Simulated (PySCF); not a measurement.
**How exact exchange moves a shielding**

Molecule: SMILES C1CC(B)C1, C4H9B.

Geometry:
```
atom   x (Å)   y (Å)   z (Å)
  B1   1.742  -1.057  -0.277
  C2   0.388  -0.320  -0.434
  C3   0.165   1.164  -0.038
  C4  -1.287   0.808   0.334
  C5  -0.903  -0.684   0.341
  H6   2.785  -0.475  -0.487
  H7   1.784  -2.236   0.003
  H8   0.203  -0.430  -1.528
  H9   0.763   1.447   0.843
 H10   0.323   1.928  -0.814
 H11  -1.982   1.041  -0.488
 H12  -1.695   1.235   1.263
 H13  -0.679  -1.051   1.356
 H14  -1.599  -1.394  -0.129
```

GIAO shieldings (ppm, equivalent atoms averaged) in PySCF 2.14 on the PBE0-D3(BJ)/def2-SVP geometry, basis pcSseg-1, gas phase, non-relativistic:

```csv
functional,exact exchange (%),σ(B1),σ(C2),σ(C3/C5)
BLYP,0,3.2,125.2,144.3
BP86,0,6.6,130.8,149.4
PBE,0,4.4,130.6,149.7
PBE0,25,11.7,139.6,156.3
mPW1PW91,25,12.7,139.3,155.5
BHandHLYP,50,16.8,141.9,157.1
HF,100,34.0,155.7,167.0
```

(1) Fit each shielding as a line in the percentage of exact exchange.

(2) What does the line predict for B3LYP (20 %), and what does the run give?

## Answers

(1) σ(B1) = 4.6 + 0.29 x (rms 1.3 ppm); σ(C2) = 130.0 + 0.26 x (rms 2.5 ppm); σ(C3/C5) = 148.8 + 0.19 x (rms 2.2 ppm). The functionals also differ in their semilocal parts, which the line can't hold; Hartree–Fock has no correlation at all.

(2) σ(B1): 10.4 predicted, 8.5 computed; σ(C2): 135.2 predicted, 132.8 computed; σ(C3/C5): 152.6 predicted, 150.2 computed ppm.
